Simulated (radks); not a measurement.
Task: These are the eigenvalues of the occupied orbitals of an atom or ion with whole-number occupations (Ry). Method: scalar-relativistic Kohn-Sham, LB94 model potential, spin-polarised, spherical densities, finite nucleus; Fermi nuclear charge, rms radius of each element as measured or else 0.836 A^(1/3) + 0.57 fm; computed with a radial shooting solver on a logarithmic mesh with Libxc functionals.

orbital  eigenvalue
1s        -4877.755
2s        -888.9973
2p        -788.9557
3s        -253.6687
3p        -223.7158
3d        -188.2210
4s        -97.67108
4p        -87.21341
4d        -73.92170

Which element is it, and in what charge state? The configuration may be excited. Open shells, if any, are filled with parallel spins first.

Result: Z = 72, hafnium, charge +26: Hf26+ in [Kr] 4d10. The list shows which subshells hold electrons but not how many an open one holds; the 1s level, -2438.9 hartree, gives Z - s = 69.8 by -(Z - s)^2/2, which with screening and relativity narrows Z to a few neighbours, and the depths of the outer levels then fix element, charge and occupations together.
